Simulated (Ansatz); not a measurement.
CH$_{4}$AlBO, SMILES `[BH]1O[CH2][AlH]1`, relaxed with RKS PBE0-D4/def2-TZVP in Ansatz from a PBE-D4/def2-SVP geometry. The force threshold is 0.005 eV/Å; the program also tests the step.

Charge 0, multiplicity 1.

Start:

```xyz
8

B    -0.348    0.907   -1.094
O     0.154    1.186    0.141
C     0.373   -0.026    0.967
Al   -0.316   -1.168   -0.561
H    -0.568    1.825   -1.862
H    -0.213    0.086    1.905
H     1.445   -0.054    1.260
H    -0.525   -2.755   -0.755
```

Task: By how much does the energy fall, and how many steps does the optimiser take? (An estimate is asked.)

Result: Ansatz gave: 0.03 eV, in 4 steps.

Task: Which bonds change most? (Best estimate.)

Result: Ansatz gave: C3–Al4 from 2.028 to 2.001 Å; B1–H5 from 1.217 to 1.197 Å; C3–H7 from 1.112 to 1.093 Å; C3–H6 from 1.112 to 1.093 Å.

Task: Give the relaxed structure. (Estimate.)

Result: The calculation gave: 
```xyz
8

B    -0.347    0.899   -1.088
O     0.153    1.173    0.140
C     0.371   -0.027    0.962
Al   -0.308   -1.156   -0.544
H    -0.563    1.802   -1.842
H    -0.211    0.085    1.881
H     1.427   -0.054    1.245
H    -0.522   -2.722   -0.754
```
